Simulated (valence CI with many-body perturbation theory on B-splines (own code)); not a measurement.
Sn¹⁹⁺: calculated level list

Calculated by configuration interaction combined with many-body perturbation theory (CI+MBPT): three valence electrons over a frozen Dirac-Fock core [Ar] 3d10, radial functions for each j: 11 s, 11 p, 10 d, 8 f, 5 g, 2 h, with the one-electron correlation potential Σ1 (screened to all orders), the two-electron term Σ2, the three-electron term Σ3, Breit, model QED; selected single and double excitations, second order for the rest, scaled by the run's own slope (own B-spline code, finite nucleus).

No measured spectrum was set against this ion. As an estimate, levels hold to about 250 cm⁻¹ or 0.2 % of their energy and the worst to 1 %, as in measured heavy ions of charge 2 to 7; those with d or f electrons hold less well.

Levels 1 to 45 of 186, with energies above the lowest level, 4s²4p ²P°_1/2. "Leading %" is the weight of the configuration and term that name the level; weights of strongly mixed levels are sums over their largest components and can fall short. In the jj column 3d3/2^4 stands for four electrons in 3d with j = 3/2.

| No. | Configuration | Term | J | E (cm⁻¹) | Leading % | Second component | Leading jj | g |
| --- | --- | --- | --- | --- | --- | --- | --- | --- |
| 1 | 4s²4p | ²P° | 1/2 | 0 | 99 |  | 4s^2 4p1/2 (99 %) | 0.664 |
| 2 | 4s²4p | ²P° | 3/2 | 88439 | 98 |  | 4s^2 4p3/2 (98 %) | 1.333 |
| 3 | 4s4p² | ⁴P | 1/2 | 328960 | 85 | 12 % 4s4p² ²S | 4s 4p1/2^2 (79 %) | 2.537 |
| 4 | 4s4p² | ⁴P | 3/2 | 382490 | 97 |  | 4s 4p1/2 4p3/2 (96 %) | 1.710 |
| 5 | 4s4p² | ⁴P | 5/2 | 409950 | 70 | 28 % 4s4p² ²D | 4s 4p1/2 4p3/2 (84 %) | 1.482 |
| 6 | 4s4p² | ²D | 3/2 | 461170 | 83 | 10 % 4s4p² ²P | 4s 4p1/2 4p3/2 (84 %) | 0.868 |
| 7 | 4s4p² | ²P | 1/2 | 494940 | 67 | 22 % 4s4p² ²S | 4s 4p1/2 4p3/2 (72 %) | 1.164 |
| 8 | 4s4p² | ²D | 5/2 | 500130 | 66 | 29 % 4s4p² ⁴P | 4s 4p3/2^2 (83 %) | 1.316 |
| 9 | 4s4p² | ²S | 1/2 | 583040 | 65 | 29 % 4s4p² ²P | 4s 4p3/2^2 (88 %) | 1.632 |
| 10 | 4s4p² | ²P | 3/2 | 591130 | 87 | 8 % 4s4p² ²D | 4s 4p3/2^2 (81 %) | 1.284 |
| 11 | 4s²4d | ²D | 3/2 | 714430 | 92 | 6 % 4s4p² ²D | 4s^2 4d3/2 (92 %) | 0.801 |
| 12 | 4s²4d | ²D | 5/2 | 729810 | 93 | 5 % 4s4p² ²D | 4s^2 4d5/2 (93 %) | 1.200 |
| 13 | 4p³ | ²P° | 3/2 | 820290 | 34 | 32 % 4p³ ⁴S° | 4p1/2^2 4p3/2 (90 %) | 1.370 |
| 14 | 4p³ | ⁴S° | 3/2 | 882040 | 53 | 39 % 4p³ ²D° | 4p1/2 4p3/2^2 (92 %) | 1.438 |
| 15 | 4p³ | ²D° | 5/2 | 887210 | 84 | 14 % 4s4p4d ²D° | 4p1/2 4p3/2^2 (84 %) | 1.197 |
| 16 | 4p³ | ²P° | 1/2 | 938360 | 92 | 5 % 4s4p4d ²P° | 4p1/2 4p3/2^2 (92 %) | 0.664 |
| 17 | 4s4p4d | ⁴F° | 3/2 | 970830 | 89 | 7 % 4s4p4d ²D° | 4s 4p1/2 4d3/2 (91 %) | 0.459 |
| 18 | 4s4p4d | ⁴F° | 5/2 | 987820 | 86 | 5 % 4s4p4d ⁴D° | 4s 4p1/2 4d3/2 (58 %) | 1.047 |
| 19 | 4p³ | ²P° | 3/2 | 997700 | 54 | 16 % 4p³ ²D° | 4p3/2^3 (82 %) | 1.300 |
| 20 | 4s4p4d | ⁴F° | 7/2 | 1015900 | 84 | 10 % 4s4p4d ⁴D° | 4s 4p1/2 4d5/2 (69 %) | 1.252 |
| 21 | 4s4p4d | ⁴P° | 5/2 | 1029000 | 56 | 22 % 4s4p4d ⁴D° | 4s 4p1/2 4d5/2 (89 %) | 1.456 |
| 22 | 4s4p4d | ⁴D° | 3/2 | 1036100 | 53 | 34 % 4s4p4d ⁴P° | 4s 4p1/2 4d3/2 (54 %) | 1.362 |
| 23 | 4s4p4d | ⁴D° | 1/2 | 1039300 | 80 | 10 % 4s4p4d ⁴P° | 4s 4p1/2 4d3/2 (82 %) | 0.332 |
| 24 | 4s4p4d | ⁴F° | 9/2 | 1068300 | 100 |  | 4s 4p3/2 4d5/2 (100 %) | 1.333 |
| 25 | 4s4p4d | ²F° | 5/2 | 1076500 | 63 | 16 % 4s4p4d ²D° | 4s 4p1/2 4d5/2 (49 %) | 0.996 |
| 26 | 4s4p4d | ²D° | 3/2 | 1084700 | 63 | 11 % 4s4p4d ²P° | 4s 4p3/2 4d3/2 (34 %) | 0.877 |
| 27 | 4s4p4d | ⁴P° | 1/2 | 1096800 | 88 | 11 % 4s4p4d ⁴D° | 4s 4p3/2 4d3/2 (97 %) | 2.362 |
| 28 | 4s4p4d | ⁴D° | 5/2 | 1099300 | 62 | 14 % 4s4p4d ⁴P° | 4s 4p3/2 4d3/2 (80 %) | 1.315 |
| 29 | 4s4p4d | ⁴D° | 7/2 | 1099800 | 82 | 14 % 4s4p4d ⁴F° | 4s 4p3/2 4d5/2 (54 %) | 1.389 |
| 30 | 4s4p4d | ⁴P° | 3/2 | 1100400 | 60 | 34 % 4s4p4d ⁴D° | 4s 4p3/2 4d3/2 (77 %) | 1.511 |
| 31 | 4s4p4d | ²D° | 5/2 | 1122100 | 50 | 25 % 4s4p4d ⁴P° | 4s 4p3/2 4d5/2 (88 %) | 1.242 |
| 32 | 4s4p4d | ²P° | 3/2 | 1156600 | 46 | 40 % 4s4p4d ²D° | 4s 4p3/2 4d5/2 (34 %) | 1.112 |
| 33 | 4s4p4d | ²F° | 7/2 | 1162100 | 98 |  | 4s 4p3/2 4d5/2 (72 %) | 1.143 |
| 34 | 4s4p4d | ²F° | 7/2 | 1184200 | 80 | 10 % 4s²4f ²F° | 4s 4p3/2 4d5/2 (56 %) | 1.165 |
| 35 | 4s4p4d | ²F° | 5/2 | 1185700 | 80 | 11 % 4s²4f ²F° | 4s 4p3/2 4d3/2 (73 %) | 0.884 |
| 36 | 4s4p4d | ²P° | 1/2 | 1201800 | 89 | 7 % 4s4p4d ⁴D° | 4s 4p3/2 4d5/2 (60 %) | 0.640 |
| 37 | 4s4p4d | ²P° | 1/2 | 1212200 | 92 | 6 % 4p³ ²P° | 4s 4p3/2 4d3/2 (62 %) | 0.661 |
| 38 | 4s4p4d | ²D° | 3/2 | 1226800 | 58 | 29 % 4s4p4d ²P° | 4s 4p3/2 4d3/2 (58 %) | 0.979 |
| 39 | 4s4p4d | ²P° | 3/2 | 1227100 | 90 |  | 4s 4p3/2 4d5/2 (86 %) | 1.316 |
| 40 | 4s4p4d | ²D° | 5/2 | 1233300 | 82 | 8 % 4s4p4d ²F° | 4s 4p3/2 4d5/2 (77 %) | 1.168 |
| 41 | 4s²4f | ²F° | 5/2 | 1378100 | 87 | 11 % 4s4p4d ²F° | 4s^2 4f5/2 (87 %) | 0.856 |
| 42 | 4s²4f | ²F° | 7/2 | 1378300 | 88 | 10 % 4s4p4d ²F° | 4s^2 4f7/2 (88 %) | 1.143 |
| 43 | 4p²4d | ⁴F | 3/2 | 1387500 | 58 | 15 % 4p²4d ²D | 4p1/2^2 4d3/2 (88 %) | 0.662 |
| 44 | 4p²4d | ⁴F | 5/2 | 1413200 | 38 | 26 % 4p²4d ⁴D | 4p1/2^2 4d5/2 (73 %) | 1.138 |
| 45 | 4p²4d | ²F | 5/2 | 1439000 | 60 | 33 % 4p²4d ⁴F | 4p1/2 4p3/2 4d3/2 (87 %) | 0.919 |

Names give the largest LS component (configuration and term), which can be under half, so a name can repeat, a term be missing and a line seem to break the LS rules; names also repeat where a configuration has a term twice.

Where two levels of one J and parity lie close, their mixing, g and order are uncertain.

The ionisation energy to 4s² ¹S0 of the next ion comes out as 538.65 eV (NIST: 537 ± 4 eV (theoretical)). All 186 levels together are meant to be complete up to 2244300 cm⁻¹.
